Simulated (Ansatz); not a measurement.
Coupled-cluster diagnostics for the cluster NaAlF₄, Ansatz.

Geometry of the singlet (r2SCAN-D4/def2-SVP):

```
atom   x (Å)   y (Å)   z (Å)
 Na1  -1.762  -0.573  -1.366
 Al2   0.457   0.149   0.354
  F3   1.589   1.276  -0.122
  F4   0.231  -1.069  -0.875
  F5  -1.162   0.766   0.153
  F6   0.648  -0.548   1.856
```

Correlated methods freeze 10 core orbitals; core or outer-core shells of Na are correlated, in sets that lack core-valence functions. The structure comes from a short search, and lower isomers may exist.

Question: Estimate the CCSD(T) correlation energy, the shares of MP2 and (T), T1 and the reference's ⟨S²⟩ for: charge 0, singlet, own geometry in def2-TZVPP; and the rough time on 4 threads of Intel Xeon 6975P-C on a shared host.

Answer: 
```tsv
state	basis	correlation (eV)	MP2 share (%)	(T) share (%)	T1	⟨S²⟩ (pure)	wall time
charge 0, singlet, own geometry	def2-TZVPP	-35.236	97.4	2.4	0.011	0.00 (0.00)	27 s
```
Customary marks for T1 are 0.02 (closed shells), 0.045 (open shells) and about 0.05 (3d metals). T1 stays under 0.02 throughout.
